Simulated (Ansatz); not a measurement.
`O[SiH](O)[O][AlH2]` + `CN([SiH2]O)[SiH2]F` → `CN([SiH2]F)[SiH](O)O` + `O[SiH2][O][AlH2]`  (redistribution)

Calculated with Ansatz (gas phase, PBE0-D4/def2-TZVP geometries, no zero-point term in ΔE). CCSD(T)/CBS is the MP2 limit (def2-TZVPP, def2-QZVPP) plus CCSD(T) − MP2 in def2-TZVPP, frozen cores. Each species was taken in one conformer, which may not be the lowest.

```
               species  CCSD(T)/CBS(def2) energy (Eh)
  `O[SiH](O)[O][AlH2]`                     -759.83312
  `CN([SiH2]O)[SiH2]F`                     -850.85931
`CN([SiH2]F)[SiH](O)O`                     -926.09847
    `O[SiH2][O][AlH2]`                     -684.59104
```

Problem. Work out ΔE.

Solution. ΔE = (-926.09847) + (-684.59104) − (-759.83312) − (-850.85931) = 0.00292 Eh = +7.7 kJ/mol.

Largest T1 diagnostic among the species: 0.012.
